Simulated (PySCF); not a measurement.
# A single-point calculation

[Tl(BH4)2]+ (singlet). PySCF 2.14.0, RKS PBE0, Tl def2-SVP with ECP60, B def2-SVP, H def2-SVP; non-relativistic Hamiltonian with scalar-relativistic core potentials where named; density fitting; no spin-orbit coupling. Purpose: singlet excitations, Tamm-Dancoff PBE0.

```python
mol = gto.M(atom='''
Tl     0.00000     0.00000     0.00000
B      0.26937    -0.16360     2.22917
H     -0.57167     0.30546     3.15750
H      1.21480     0.53805     2.48241
H     -0.90939     0.46008     2.33208
H      0.21403    -1.33747     2.48713
B     -0.26937     0.16360    -2.22917
H      0.57167    -0.30546    -3.15750
H      0.90939    -0.46008    -2.33208
H     -1.21480    -0.53805    -2.48241
H     -0.21403     1.33747    -2.48713''',
    basis={'Tl': 'def2-SVP', 'B': 'def2-SVP', 'H': 'def2-SVP'},
    ecp={'Tl': 'def2-SVP'},
    charge=1, spin=0)
mf = dft.RKS(mol, xc='PBE0')
mf.grids.atom_grid = (50, 194)
mf = mf.density_fit()  # fitting sets: Tl def2-universal-JKFIT, B def2-universal-JKFIT, H def2-universal-JKFIT
mf.conv_tol = 1e-08; mf.max_cycle = 55
mf.kernel(dm0)  # dm0: converged density of the relaxed state
td = mf.TDA(); td.nstates = 8; td.kernel()
```

Run from Python with OMP_NUM_THREADS=2; the lines above give its settings. Where DIIS fails, smearing, a level shift and second-order steps follow.
It took 38 s on 2 threads of Arm Neoverse V2, on a shared host, from an already converged density.

Task: Where do the frontier levels lie, over both spins?

Result: HOMO -12.40 eV, LUMO -6.70 eV. 

Task: What does the SCF print?

Result: 
```
init E= -226.536578095126
cycle= 1 E= -226.537804273833  delta_E= -0.00123  |g|= 0.0129  |ddm|= 0.168
cycle= 2 E= -226.537829740778  delta_E= -2.55e-05  |g|= 0.0104  |ddm|= 0.0345
cycle= 3 E= -226.537868967387  delta_E= -3.92e-05  |g|= 0.000591  |ddm|= 0.0151
cycle= 4 E= -226.537869068017  delta_E= -1.01e-07  |g|= 0.000355  |ddm|= 0.00156
cycle= 5 E= -226.537869108142  delta_E= -4.01e-08  |g|= 2.1e-05  |ddm|= 0.000759
cycle= 6 E= -226.537869108302  delta_E= -1.6e-10  |g|= 3.91e-06  |ddm|= 3.9e-05
Extra cycle  E= -226.537869108305  delta_E= -2.22e-12  |g|= 2.61e-06  |ddm|= 1.08e-05
converged SCF energy = -226.537869108305
```

Task: What are the Mulliken charges and spins?

Result: 
```csv
atom,charge (e),spin (e)
Tl1,0.575,0.000
B2,-0.312,0.000
H3,0.193,0.000
H4,0.099,0.000
H5,0.130,0.000
H6,0.102,0.000
B7,-0.312,0.000
H8,0.193,0.000
H9,0.130,0.000
H10,0.099,0.000
H11,0.102,0.000
```

Task: Which singlet excitations follow (Tamm-Dancoff, 8 states)?

Result: 
```tsv
state	eV	oscillator strength
1	4.48	0.0000
2	4.92	0.0000
3	6.60	0.8522
4	6.63	0.0435
5	6.86	0.0000
6	7.28	0.0000
7	7.28	0.1439
8	7.49	0.0003
```
Functionals without range separation put charge-transfer states too low; the basis has no diffuse functions.

The geometry was relaxed with r2SCAN (Tl def2-SVP with ECP60, B def2-SVP, H def2-SVP).
